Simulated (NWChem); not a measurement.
System: GeCl₂F₂; SMILES [F][Ge]([F])([Cl])[Cl]

The following NWChem deck was run.

```
start job
memory heap 200 mb stack 900 mb global 1100 mb
geometry units angstroms noautoz
  F      0.000000    -1.366869    -1.298789
  Ge     0.000000     0.000000    -0.269894
  F      0.000000     1.366869    -1.298789
  Cl     1.757207     0.000000     0.894075
  Cl    -1.757207     0.000000     0.894075
end
basis spherical
  * library def2-svp
end
dft
  xc xpbe96 cpbe96
  iterations 150
  mulliken
end
task dft energy
```

NWChem printed, in part:

```
             Northwest Computational Chemistry Package (NWChem) 7.3.0
             --------------------------------------------------------

 C2V symmetry detected

                             Geometry "geometry" -> ""
                             -------------------------

 Output coordinates in angstroms (scale by  1.889725989 to convert to a.u.)

  No.       Tag          Charge          X              Y              Z
 ---- ---------------- ---------- -------------- -------------- --------------
    1 F                    9.0000     0.00000000    -1.36686900    -1.27954781
    2 Ge                  32.0000     0.00000000     0.00000000    -0.25065281
    3 F                    9.0000     0.00000000     1.36686900    -1.27954781
    4 Cl                  17.0000     1.75720700     0.00000000     0.91331619
    5 Cl                  17.0000    -1.75720700     0.00000000     0.91331619

 Effective nuclear repulsion energy (a.u.)     614.1524068971

      Symmetry information
      --------------------

 Group name             C2v
 Group number             16
 Group order               4
 No. of unique centers     3

  pbe96 is a nonlocal functional; adding pw91lda local functional.

                                 NWChem DFT Module
                                 -----------------

 Summary of "ao basis" -> "ao basis" (spherical)
 ------------------------------------------------------------------------------
       Tag                 Description            Shells   Functions and Types
 ---------------- ------------------------------  ------  ---------------------
 F                          def2-svp                 6       14   3s2p1d
 Ge                         def2-svp                12       32   5s4p3d
 Cl                         def2-svp                 8       18   4s3p1d

      Symmetry analysis of basis
      --------------------------

        a1         38
        a2         12
        b1         24
        b2         22

            General Information
            -------------------
          SCF calculation type: DFT
          Wavefunction type:  closed shell.
          No. of atoms     :     5
          No. of electrons :    84
           Alpha electrons :    42
            Beta electrons :    42
          Charge           :     0
          Spin multiplicity:     1
          Use of symmetry is: on ; symmetry adaption is: on
          Maximum number of iterations: 150
          AO basis - number of functions:    96
                     number of shells:    40
          Convergence on energy requested:  1.00D-06
          Convergence on density requested:  1.00D-05
          Convergence on gradient requested:  5.00D-04

              XC Information
              --------------
          PerdewBurkeErnzerhof Exchange Functional  1.000
            Perdew 1991 LDA Correlation Functional  1.000 local
           PerdewBurkeErnz. Correlation Functional  1.000 non-local

             Grid Information
             ----------------
          Grid used for XC integration:  medium
          Radial quadrature: Mura-Knowles
          Angular quadrature: Lebedev.
          Tag              B.-S. Rad. Rad. Pts. Rad. Cut. Ang. Pts.
          ---              ---------- --------- --------- ---------
          F                   0.50       49           8.0       434
          Ge                  1.25      112           7.0       590
          Cl                  1.00       88           9.0       590
          Grid pruning is: on
          Number of quadrature shells:   249
          Spatial weights used:  Erf1

      Superposition of Atomic Density Guess
      -------------------------------------

 Sum of atomic energies:       -3192.27555150

      Non-variational initial energy
      ------------------------------

 Total energy =   -3192.956128
 1-e energy   =   -5669.389864
 2-e energy   =    1862.281329
 HOMO         =      -0.433629
 LUMO         =      -0.016629

      Symmetry analysis of molecular orbitals - initial
      -------------------------------------------------

  Numbering of irreducible representations:

     1 a1          2 a2          3 b1          4 b2

  Orbital symmetries:

     1 a1          2 a1          3 b1          4 a1          5 b1
     6 a1          7 b2          8 a1          9 b2         10 a1
    11 b1         12 a1         13 b1         14 b2         15 a1
    16 b1         17 a2         18 a1         19 b2         20 a1
    21 b1         22 a1         23 b2         24 b1         25 a1
    26 a2         27 a1         28 b2         29 a1         30 b1
    31 a1         32 b2         33 b1         34 a1         35 a2
    36 b2         37 a1         38 b1         39 a1         40 b2
    41 a2         42 b1         43 a1         44 b2         45 a1
    46 b1         47 a1         48 b1         49 a1         50 b2
    51 a2         52 a1

     ---------------------------------------------
      Total Density - Mulliken Population Analysis
     ---------------------------------------------

    Atom       Charge   Shell Charges
 -----------   ------   -------------------------------------------------------
    1 F    9     9.63   1.99  1.15  0.80  3.51  2.18  0.00
    2 Ge  32    30.03   2.00  2.00  2.00  0.77  0.05  6.00  5.98  0.67  0.35  8.16  1.81  0.26
    3 F    9     9.63   1.99  1.15  0.80  3.51  2.18  0.00
    4 Cl  17    17.36   2.00  1.99  1.22  0.72  5.94  2.12  3.35  0.01
    5 Cl  17    17.36   2.00  1.99  1.22  0.72  5.94  2.12  3.35  0.01

   convergence    iter        energy       DeltaE   RMS-Dens  Diis-err
 ---------------- ----- ----------------- --------- --------- ---------
 d= 0,ls=0.0,diis     1  -3195.4968498792 -3.81D+03  2.85D-02  1.38D+00
 d= 0,ls=0.0,diis     2  -3195.0653859528  4.31D-01  1.73D-02  6.24D+00
 d= 0,ls=0.0,diis     3  -3195.6492637295 -5.84D-01  3.99D-03  1.11D-01
 d= 0,ls=0.0,diis     4  -3195.6533846951 -4.12D-03  2.27D-03  4.48D-02
 d= 0,ls=0.0,diis     5  -3195.6592982246 -5.91D-03  4.19D-04  4.71D-03
  Resetting Diis
 d= 0,ls=0.0,diis     6  -3195.6596750250 -3.77D-04  5.54D-05  6.59D-05
 d= 0,ls=0.0,diis     7  -3195.6596800073 -4.98D-06  2.19D-05  1.34D-06
 d= 0,ls=0.0,diis     8  -3195.6596797623  2.45D-07  1.36D-05  4.16D-06
 d= 0,ls=0.0,diis     9  -3195.6596801223 -3.60D-07  2.04D-06  1.30D-07

         Total DFT energy =    -3195.659680122296
      One electron energy =    -5666.321281825859
           Coulomb energy =     2012.193577890317
    Exchange-Corr. energy =     -155.684383083840
 Nuclear repulsion energy =      614.152406897085

 Numeric. integr. density =       84.000005640081

                  Occupations of the irreducible representations
                  ----------------------------------------------

                     irrep           alpha         beta
                     --------     --------     --------
                     a1               18.0         18.0
                     a2                4.0          4.0
                     b1               11.0         11.0
                     b2                9.0          9.0

                       DFT Final Molecular Orbital Analysis
                       ------------------------------------

 Vector   40  Occ=2.000000D+00  E=-3.232044D-01  Symmetry=b2
              MO Center= -4.1D-14, -2.8D-15,  6.1D-01, r^2= 4.3D+00
   Bfn.  Coefficient  Atom+Function         Bfn.  Coefficient  Atom+Function
  ----- ------------  ---------------      ----- ------------  ---------------
    72      0.408320  4 Cl py                90      0.408320  5 Cl py
    69      0.316779  4 Cl py                87      0.316779  5 Cl py
    66      0.183527  4 Cl py                84      0.183527  5 Cl py
     6     -0.176488  1 F  pz                52      0.176488  3 F  pz
     9      0.124204  1 F  pz                55     -0.124204  3 F  pz

 Vector   41  Occ=2.000000D+00  E=-3.146736D-01  Symmetry=a2
              MO Center=  7.3D-14,  2.9D-15,  7.8D-01, r^2= 4.2D+00
   Bfn.  Coefficient  Atom+Function         Bfn.  Coefficient  Atom+Function
  ----- ------------  ---------------      ----- ------------  ---------------
    72      0.445803  4 Cl py                90     -0.445803  5 Cl py
    69      0.337692  4 Cl py                87     -0.337692  5 Cl py
    66      0.195821  4 Cl py                84     -0.195821  5 Cl py
     4     -0.114170  1 F  px                50      0.114170  3 F  px
     7      0.082717  1 F  px                53     -0.082717  3 F  px

 Vector   42  Occ=2.000000D+00  E=-3.097553D-01  Symmetry=b1
              MO Center=  3.7D-14,  4.9D-16,  8.3D-01, r^2= 4.3D+00
   Bfn.  Coefficient  Atom+Function         Bfn.  Coefficient  Atom+Function
  ----- ------------  ---------------      ----- ------------  ---------------
    73      0.343796  4 Cl pz                91     -0.343796  5 Cl pz
    71     -0.296224  4 Cl px                89     -0.296224  5 Cl px
    70      0.261959  4 Cl pz                88     -0.261959  5 Cl pz
    68     -0.226718  4 Cl px                86     -0.226718  5 Cl px
    67      0.151477  4 Cl pz                85     -0.151477  5 Cl pz

 Vector   43  Occ=0.000000D+00  E=-1.043516D-01  Symmetry=a1
              MO Center= -2.9D-15,  1.1D-14,  1.4D-01, r^2= 3.6D+00
   Bfn.  Coefficient  Atom+Function         Bfn.  Coefficient  Atom+Function
  ----- ------------  ---------------      ----- ------------  ---------------
    18      0.923896  2 Ge s                 19      0.506866  2 Ge s
    17     -0.456250  2 Ge s                 71      0.388440  4 Cl px
    89     -0.388440  5 Cl px                73      0.232098  4 Cl pz
    91      0.232098  5 Cl pz                68      0.214197  4 Cl px
    86     -0.214197  5 Cl px                64     -0.197143  4 Cl s

[...]
```

Level: PBE/def2-SVP. The geometry was optimised at PBE0/def2-SVP.
